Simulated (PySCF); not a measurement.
Cu (SMILES [Cu]), doublet; B97M-V/STO-3G (PySCF).

Input for PySCF:
```python
from pyscf import gto, scf, dft

mol = gto.Mole()
mol.atom = '''
    Cu    0.00000000    0.00000000    0.00000000
'''
mol.basis = 'sto-3g'
mol.spin = 1
mol.verbose = 4
mol.build()

mf = dft.UKS(mol)
mf.xc = 'b97m_v'
mf.kernel()
```

Output, abridged:

```
PySCF version 2.14.0

[INPUT] verbose = 4
[INPUT] num. atoms = 1
[INPUT] num. electrons = 29
[INPUT] charge = 0
[INPUT] spin (= nelec alpha-beta = 2S) = 1
[INPUT] symmetry False subgroup None
[INPUT] Mole.unit = angstrom
[INPUT] Symbol           X                Y                Z      unit          X                Y                Z       unit  Magmom
[INPUT]  1 Cu     0.000000000000   0.000000000000   0.000000000000 AA    0.000000000000   0.000000000000   0.000000000000 Bohr   0.0

nuclear repulsion = 0
number of shells = 8
number of NR pGTOs = 54
number of NR cGTOs = 18
basis = sto-3g
ecp = {}

******** <class 'pyscf.dft.uks.UKS'> ********
method = UKS
initial guess = minao
damping factor = 0
level_shift factor = 0
DIIS = <class 'pyscf.scf.diis.CDIIS'>
diis_start_cycle = 1
diis_space = 8
diis_damp = 0
SCF conv_tol = 1e-09
SCF conv_tol_grad = None
SCF max_cycles = 50
direct_scf = True
direct_scf_tol = 1e-13
number electrons alpha = 15  beta = 14
XC library pyscf.dft.libxc version 7.1.2
    S. Lehtola, C. Steigemann, M. J. T. Oliveira, and M. A. L. Marques,  SoftwareX 7, 1–5 (2018)
XC functionals = b97m_v
    N. Mardirossian and M. Head-Gordon,  J. Chem. Phys. 142, 074111 (2015)
radial grids:
    Treutler-Ahlrichs [JCP 102, 346 (1995); DOI:10.1063/1.469408] (M4) radial grids

becke partition: Becke, JCP 88, 2547 (1988); DOI:10.1063/1.454033
pruning grids: <function nwchem_prune>
grids dens level: 3
symmetrized grids: False
atomic radii adjust function: <function treutler_atomic_radii_adjust>
** Following is NLC and NLC Grids **
NLC functional = b97m_v
radial grids:
    Treutler-Ahlrichs [JCP 102, 346 (1995); DOI:10.1063/1.469408] (M4) radial grids

becke partition: Becke, JCP 88, 2547 (1988); DOI:10.1063/1.454033
pruning grids: <function nwchem_prune>
grids dens level: 3
symmetrized grids: False
atomic radii adjust function: <function treutler_atomic_radii_adjust>
small_rho_cutoff = 0
Set gradient conv threshold to 3.16228e-05
tot grids = 20640
tot grids = 20640
init E= -1619.11367478897

cycle= 1 E= -1613.92589828804  delta_E= 5.19  |g|= 0.198  |ddm|= 3.65

cycle= 2 E= -1619.27530374999  delta_E= -5.35  |g|= 0.721  |ddm|= 3.86
cycle= 3 E= -1619.28745496757  delta_E= -0.0122  |g|= 0.707  |ddm|= 0.0144
cycle= 4 E= -1619.42522769287  delta_E= -0.138  |g|= 0.516  |ddm|= 0.192
cycle= 5 E= -1613.9573816487  delta_E= 5.47  |g|= 0.102  |ddm|= 3.89

cycle= 6 E= -1620.62386592723  delta_E= -6.67  |g|= 0.186  |ddm|= 2.87
cycle= 7 E= -1619.42176390595  delta_E=  1.2  |g|= 0.521  |ddm|= 2.94
cycle= 8 E= -1620.61979289235  delta_E= -1.2  |g|= 0.231  |ddm|= 2.94
cycle= 9 E= -1620.62108099646  delta_E= -0.00129  |g|= 0.217  |ddm|= 0.0318

cycle= 10 E= -1619.39857353834  delta_E= 1.22  |g|= 0.555  |ddm|= 2.94

cycle= 11 E= -1619.393207955  delta_E= 0.00537  |g|= 0.563  |ddm|= 0.00842

cycle= 12 E= -1619.40701837408  delta_E= -0.0138  |g|= 0.543  |ddm|= 0.0214

cycle= 13 E= -1619.40305883828  delta_E= 0.00396  |g|= 0.548  |ddm|= 0.00623

cycle= 14 E= -1619.39621787893  delta_E= 0.00684  |g|= 0.559  |ddm|= 0.0107

cycle= 15 E= -1619.41006869477  delta_E= -0.0139  |g|= 0.538  |ddm|= 0.0216

cycle= 16 E= -1619.39482077025  delta_E= 0.0152  |g|= 0.561  |ddm|= 0.0237
cycle= 17 E= -1614.0514287213  delta_E= 5.34  |g|= 0.0687  |ddm|= 3.89

cycle= 18 E= -1619.38916943001  delta_E= -5.34  |g|= 0.57  |ddm|= 3.88

cycle= 19 E= -1619.39182402931  delta_E= -0.00265  |g|= 0.567  |ddm|= 0.00404

cycle= 20 E= -1619.37369049868  delta_E= 0.0181  |g|= 0.593  |ddm|= 0.0267

cycle= 21 E= -1619.36584254732  delta_E= 0.00785  |g|= 0.604  |ddm|= 0.0111

cycle= 22 E= -1619.38312037601  delta_E= -0.0173  |g|= 0.579  |ddm|= 0.0253

cycle= 23 E= -1620.62450743238  delta_E= -1.24  |g|= 0.178  |ddm|= 2.93

cycle= 24 E= -1619.40264297318  delta_E= 1.22  |g|= 0.55  |ddm|= 2.94

cycle= 25 E= -1619.40321327355  delta_E= -0.00057  |g|= 0.549  |ddm|= 0.000886
cycle= 26 E= -1620.61633560323  delta_E= -1.21  |g|= 0.261  |ddm|= 2.94
cycle= 27 E= -1616.87166372298  delta_E= 3.74  |g|= 0.346  |ddm|= 2.09
cycle= 28 E= -1620.61696389368  delta_E= -3.75  |g|= 0.255  |ddm|= 2.09

cycle= 29 E= -1619.3994887404  delta_E= 1.22  |g|= 0.554  |ddm|= 2.94

cycle= 30 E= -1619.40898596433  delta_E= -0.0095  |g|= 0.54  |ddm|= 0.0149

cycle= 31 E= -1619.40515899205  delta_E= 0.00383  |g|= 0.545  |ddm|= 0.00603
cycle= 32 E= -1614.05054329411  delta_E= 5.35  |g|= 0.0614  |ddm|= 3.89

cycle= 33 E= -1619.35269904901  delta_E= -5.3  |g|= 0.622  |ddm|= 3.87

cycle= 34 E= -1619.35682683385  delta_E= -0.00413  |g|= 0.616  |ddm|= 0.00571

cycle= 35 E= -1619.41947161903  delta_E= -0.0626  |g|= 0.524  |ddm|= 0.0938
cycle= 36 E= -1614.05720934431  delta_E= 5.36  |g|= 0.0625  |ddm|= 3.89
cycle= 37 E= -1614.06626042261  delta_E= -0.00905  |g|= 0.0816  |ddm|= 0.371

cycle= 38 E= -1619.36057406045  delta_E= -5.29  |g|= 0.611  |ddm|= 3.88

cycle= 39 E= -1619.36982496171  delta_E= -0.00925  |g|= 0.598  |ddm|= 0.0133

cycle= 40 E= -1619.3506250459  delta_E= 0.0192  |g|= 0.625  |ddm|= 0.0271

cycle= 41 E= -1619.38462732603  delta_E= -0.034  |g|= 0.577  |ddm|= 0.0481

cycle= 42 E= -1619.36410679003  delta_E= 0.0205  |g|= 0.606  |ddm|= 0.0296

cycle= 43 E= -1619.33321683778  delta_E= 0.0309  |g|= 0.649  |ddm|= 0.0418
cycle= 44 E= -1614.06045753924  delta_E= 5.27  |g|= 0.0739  |ddm|= 3.87
cycle= 45 E= -1614.09886192685  delta_E= -0.0384  |g|= 0.0678  |ddm|= 0.937
cycle= 46 E= -1614.10892497305  delta_E= -0.0101  |g|= 0.0549  |ddm|= 0.25

cycle= 47 E= -1619.30705908308  delta_E= -5.2  |g|= 0.683  |ddm|= 3.86

cycle= 48 E= -1619.29806260616  delta_E= 0.009  |g|= 0.694  |ddm|= 0.0111

cycle= 49 E= -1619.2960371363  delta_E= 0.00203  |g|= 0.697  |ddm|= 0.00433

cycle= 50 E= -1619.29743854238  delta_E= -0.0014  |g|= 0.695  |ddm|= 0.0031
SCF not converged.
SCF energy = -1619.29743854238 after 50 cycles  <S^2> = 0.75000193  2S+1 = 2.0000019
```

The run did not converge; its last values are not results.
